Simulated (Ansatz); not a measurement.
C2H7BrN2Si (`C=C[Si](N)(N)Br`) at its PBE0-D4/def2-TZVP geometry, where that method's forces vanish. Charge 0, multiplicity 1.

```
atom   x (Å)   y (Å)   z (Å)
  C1   0.955  -1.808  -0.629
  C2  -0.098  -1.033  -0.877
 Si3  -0.547   0.444   0.148
  N4  -0.185   1.994  -0.459
  N5   0.235   0.289   1.650
 Br6  -2.798   0.444   0.222
  H7   1.205  -2.661  -1.254
  H8   1.616  -1.618   0.212
  H9  -0.723  -1.267  -1.737
 H10  -0.859   2.491  -1.015
 H11   0.763   2.243  -0.691
 H12   0.220  -0.589   2.145
 H13   0.216   1.071   2.285
```

**Question.** For each bond, give half the difference of the two atoms' forces along it (eV/Å; positive pushes the atoms apart) under PBE-D4, r2SCAN-D4, B3LYP-D4, ωB97M-V in def2-TZVPP. (Estimate.)

**Answer.** Ansatz gave: 
```
   bond  length (Å)  PBE-D4  r2SCAN-D4  B3LYP-D4  ωB97M-V
  C1–C2       1.331    0.36       0.21      0.12     0.02
  C1–H7       1.087    0.01      -0.07     -0.09    -0.06
  C1–H8       1.086    0.03      -0.05     -0.08    -0.05
 C2–Si3       1.853   -0.21      -0.10     -0.03     0.00
  C2–H9       1.089    0.06      -0.03     -0.09    -0.06
 Si3–N4       1.704    0.10       0.02      0.05     0.04
 Si3–N5       1.701    0.11       0.01      0.05     0.04
Si3–Br6       2.252    0.07       0.05      0.15    -0.02
 N4–H10       1.006    0.18       0.01     -0.03    -0.02
 N4–H11       1.007    0.17       0.02     -0.03    -0.02
 N5–H12       1.007    0.19       0.02     -0.03    -0.02
 N5–H13       1.008    0.18       0.02     -0.03    -0.02
```

B3LYP here is the variant with VWN-RPA as its local correlation; programs differ in this.
